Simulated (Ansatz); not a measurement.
Geometry optimisation of the cluster MoPt₃.

```yaml
crystal:
  periodic: [false, false, false]
  atoms:
    - {symbol: Mo, position_ang: [-0.302801, 0.263537, -0.004830]}
    - {symbol: Pt, position_ang: [1.407891, 1.397094, -0.898489]}
    - {symbol: Pt, position_ang: [-0.056194, -0.228742, 2.164707]}
    - {symbol: Pt, position_ang: [-1.048897, -1.431879, -1.261388]}
basis:
  gaussian: {orbitals: def2-SVP}
magnetization: {spin_polarized: true, initial_magnetization: 4}
hamiltonian: {xc: pbe, dispersion: d4}
scf: {lower_state_search: "off"}
output: {orbitals: {seedname: orbitals}}
relax: {f_tol: 0.02, max_steps: 100}
```

```sh
$ ansatz run in.yaml --threads 4 --pin off --events-out ev --progress --plain --max-ram 3916MiB
```

It prints (some lines left out):

```
Functional definition: PBE
mean field -11602.16822092 eV, -426.3718178867 hartree, gradient 7.7e-6 eV, S^2 6.007956; 0 other end points of the search recorded, 0 dependent functions left out
relax step   1: F+E_penalty+E_count = -11602.44309986 eV  Δ(F+E_penalty+E_count) = +0.000e0 eV  max|allowed force component| = 2.190e0 eV/Å  Δτ_max = 0.0000 Å  (121 SCF iters, accepted)
mean field -11602.45696546 eV, -426.3824290528 hartree, gradient 2.0e-6 eV, S^2 6.013934; 0 other end points of the search recorded, 0 dependent functions left out
relax step   2: F+E_penalty+E_count = -11602.72211838 eV  Δ(F+E_penalty+E_count) = -2.790e-1 eV  max|allowed force component| = 6.185e-1 eV/Å  Δτ_max = 0.1496 Å  (54 SCF iters, accepted)
mean field -11602.53806052 eV, -426.3854092414 hartree, gradient 2.9e-6 eV, S^2 6.012739; 0 other end points of the search recorded, 0 dependent functions left out
relax step   3: F+E_penalty+E_count = -11602.80587538 eV  Δ(F+E_penalty+E_count) = -8.376e-2 eV  max|allowed force component| = 2.322e-1 eV/Å  Δτ_max = 0.1432 Å  (50 SCF iters, accepted)
mean field -11602.62510970 eV, -426.3886082398 hartree, gradient 2.9e-6 eV, S^2 6.014724; 0 other end points of the search recorded, 0 dependent functions left out
relax step   4: F+E_penalty+E_count = -11602.89071312 eV  Δ(F+E_penalty+E_count) = -8.484e-2 eV  max|allowed force component| = 2.705e-1 eV/Å  Δτ_max = 0.1951 Å  (52 SCF iters, accepted)
mean field -11602.67697715 eV, -426.3905143334 hartree, gradient 2.3e-6 eV, S^2 6.018698; 0 other end points of the search recorded, 0 dependent functions left out
relax step   5: F+E_penalty+E_count = -11602.94383724 eV  Δ(F+E_penalty+E_count) = -5.312e-2 eV  max|allowed force component| = 3.148e-1 eV/Å  Δτ_max = 0.1903 Å  (102 SCF iters, accepted)
mean field -11602.75546856 eV, -426.3933988394 hartree, gradient 4.9e-6 eV, S^2 6.035702; 0 other end points of the search recorded, 0 dependent functions left out
relax step   6: F+E_penalty+E_count = -11603.01371803 eV  Δ(F+E_penalty+E_count) = -6.988e-2 eV  max|allowed force component| = 1.154e0 eV/Å  Δτ_max = 0.1951 Å  (63 SCF iters, accepted)
mean field -11602.81524105 eV, -426.3955954379 hartree, gradient 1.7e-6 eV, S^2 6.065746; 0 other end points of the search recorded, 0 dependent functions left out
relax step   7: F+E_penalty+E_count = -11603.06463242 eV  Δ(F+E_penalty+E_count) = -5.091e-2 eV  max|allowed force component| = 7.580e-1 eV/Å  Δτ_max = 0.1923 Å  (57 SCF iters, accepted)
mean field -11602.86492289 eV, -426.3974212120 hartree, gradient 1.9e-6 eV, S^2 6.052580; 0 other end points of the search recorded, 0 dependent functions left out
relax step   8: F+E_penalty+E_count = -11603.11648061 eV  Δ(F+E_penalty+E_count) = -5.185e-2 eV  max|allowed force component| = 5.280e-1 eV/Å  Δτ_max = 0.0706 Å  (50 SCF iters, accepted)
mean field -11602.87326126 eV, -426.3977276413 hartree, gradient 3.0e-6 eV, S^2 6.047048; 0 other end points of the search recorded, 0 dependent functions left out
relax step   9: F+E_penalty+E_count = -11603.12729802 eV  Δ(F+E_penalty+E_count) = -1.082e-2 eV  max|allowed force component| = 3.301e-1 eV/Å  Δτ_max = 0.1116 Å  (54 SCF iters, accepted)
mean field -11602.87834839 eV, -426.3979145898 hartree, gradient 1.6e-6 eV, S^2 6.047159; 0 other end points of the search recorded, 0 dependent functions left out
relax step  10: F+E_penalty+E_count = -11603.13237954 eV  Δ(F+E_penalty+E_count) = -5.082e-3 eV  max|allowed force component| = 3.318e-2 eV/Å  Δτ_max = 0.0298 Å  (38 SCF iters, accepted)
mean field -11602.87840160 eV, -426.3979165454 hartree, gradient 2.5e-6 eV, S^2 6.047495; 0 other end points of the search recorded, 0 dependent functions left out
relax step  11: F+E_penalty+E_count = -11603.13253434 eV  Δ(F+E_penalty+E_count) = -1.548e-4 eV  max|allowed force component| = 1.061e-2 eV/Å  Δτ_max = 0.0093 Å  (39 SCF iters, accepted)
Total energy: -11603.13257676 eV, -426.4072573102 hartree
Atom 0 at    -0.555608    -0.002562    -0.269626 Å, force    -0.005613    -0.007965    -0.000864 eV/Å
Atom 1 at     1.479136     1.385754    -0.163686 Å, force     0.002356     0.000739     0.004427 eV/Å
Atom 2 at     0.446389     0.269249     1.968879 Å, force    -0.000997     0.000200    -0.010613 eV/Å
Atom 3 at    -1.369918    -1.652431    -1.535567 Å, force     0.004254     0.007026     0.007050 eV/Å
Dipole moment:     0.017652     0.183707     0.105351 e Å
Checks for a lower state left out: stability, starts, cluster_reference, orbital_swaps, neighbouring_geometries, increment
```

Hardware: 4 threads of Arm Neoverse V2 on a shared host. Wall time 63 s.

In the def2 sets Mo, Pt take a core potential; there is no spin–orbit coupling. The relaxation made no stability test and no search for a lower SCF solution. At PBE-D4/def2-SVP a singlet of charge 0 lies 1.35 eV below the quintet, each at its own geometry. The structure comes from a short search, and lower isomers may exist.
